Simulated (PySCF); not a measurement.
Spinor energies of Hg⁺ (mercury, charge +1)

Start: [Xe] 4f14 5d10 6p1; 6p3/2 filled at m_j = +3/2. Calculated with PySCF 2.14 in x2c-TZVPall-2c with one added diffuse shell each of s, p, d type (12s12p11d2f, 117 functions): generalised Hartree-Fock with the X2C-1e Hamiltonian and a Gaussian nucleus; spin-orbit coupling (SO) screened by Boettger's factors. This is a chosen level, not necessarily the ground level.

| spinor shell | electrons | ε, screened SO (eV) | weight of nominal j (screened SO) | rms radius, screened SO (bohr) |
| --- | --- | --- | --- | --- |
| 1s1/2 | 2 | -83549.1 | 1.000 | 0.0187 |
| 2s1/2 | 2 | -14966.8 | 1.000 | 0.0755 |
| 2p1/2 | 2 | -14336.1 | 1.000 | 0.0639 |
| 2p3/2 | 4 | -12383.0 | 1.000 | 0.0720 |
| 3s1/2 | 2 | -3629.2 | 1.000 | 0.193 |
| 3p1/2 | 2 | -3346.2 | 1.000 | 0.184 |
| 3p3/2 | 4 | -2907.3 | 1.000 | 0.201 |
| 3d3/2 | 4 | -2444.3 | 1.000 | 0.176 |
| 3d5/2 | 6 | -2350.7 | 1.000 | 0.180 |
| 4s1/2 | 2 | -843.94 | 1.000 | 0.424 |
| 4p1/2 | 2 | -721.56 | 1.000 | 0.429 |
| 4p3/2 | 4 | -614.16 | 1.000 | 0.463 |
| 4d3/2 | 4 | -413.84 | 1.000 | 0.475 |
| 4d5/2 | 6 | -393.22 | 1.000 | 0.486 |
| 5s1/2 | 2 | -149.68 | 1.000 | 0.972 |
| 4f5/2 | 6 | -132.69 | 1.000 | 0.526 |
| 4f7/2 | 8 | -128.53 | 1.000 | 0.528 |
| 5p1/2 | 2 | -107.44 | 1.000 | 1.05 |
| 5p3/2 | 4 | -88.518 | 1.000 | 1.15 |
| 5d3/2 | 4 | -28.820 | 0.999 | 1.51 |
| 5d5/2 | 6 | -26.659 | 0.999 | 1.59 |
| 6p3/2 | 1 | -10.320 | 1.000 | 3.95 |

```
   quantity   screened SO
E (hartree)  -19639.10626
        M_J           3/2
       ⟨J²⟩         3.764
       ⟨L²⟩         2.191
       ⟨S²⟩         0.937
```

Breit and QED terms are absent; they matter most for the inner s and p1/2 levels.

Densities and radii are taken from the X2C orbitals without a picture-change correction, which distorts them close to the nucleus.
